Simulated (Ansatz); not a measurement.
Consider the homolysis of the B–Br bond: `OB(Br)Br` → `O[B]Br`• + Br•.

Calculated with Ansatz (gas phase, PBE0-D4/def2-TZVP geometries, no zero-point term in ΔE). CCSD(T)/CBS adds triple-zeta CCSD(T) − MP2 to the extrapolated MP2 energy (def2 sets, frozen cores). Functionals use def2-TZVPP. HSE06 is defined as in plane-wave codes. Open shells (•) are unrestricted, without spin–orbit coupling. Spin–orbit coupling would lower the free atoms: clearly for Br. For Br outer-core shells are correlated without core-valence functions, so the limit isn't a true one: a few kJ/mol of doubt a bond, and 10 to 20 or more in all where bonds break to atoms. Scalar relativity is left out up to krypton. Each species was taken in one conformer, which may not be the lowest.

`OB(Br)Br`:

Z-matrix (Å, degrees):
```
B
O 1 1.337
Br 1 1.925 2 121.2
Br 1 1.907 2 118.7 3 180.0
H 2 0.963 1 113.7 3 -0.0
```

`O[B]Br`•:

Cartesian coordinates in Å:
```
O -0.137 -0.812 -0.181
B 0.036 0.508 -0.180
Br 0.435 1.481 1.410
H -0.334 -1.177 -1.049
```

**Question.** What is ΔE at CCSD(T)/CBS? (An estimate is asked.)

**Answer.** Ansatz gave: +4.68 eV.

**Question.** What do these levels give: PBE0-D4, HSE06-D4, BHLYP-D4, B2PLYP, BLYP, PBE0, HSE06, BHLYP, HF/def2-SVP, CCSD(T)/def2-SVP, CCSD(T)/def2-TZVPP, MP2/def2-QZVPP? (An estimate is asked.)

**Answer.** Ansatz gave: PBE0-D4 4.53, HSE06-D4 4.53, BHLYP-D4 4.32, B2PLYP 4.43, BLYP 4.20, PBE0 4.47, HSE06 4.47, BHLYP 4.21, HF/def2-SVP 3.34, CCSD(T)/def2-SVP 4.36, CCSD(T)/def2-TZVPP 4.51, MP2/def2-QZVPP 4.83 eV.

Largest T1 diagnostic among the species: 0.013.

From r2SCAN to r2SCAN0 (25 % exact exchange), in def2-TZVPP and without D4, ΔE moves by −0.07 eV: exact exchange takes away binding that semilocal exchange gives to molecules. The D4 term adds +0.12 eV with B3LYP and +0.06 eV with PBE0; it sums over pairs of atoms, weighted by their polarisabilities, and B3LYP, whose exchange is more repulsive, gets the larger term.

B3LYP here is the variant with VWN-RPA as its local correlation; programs differ in this.
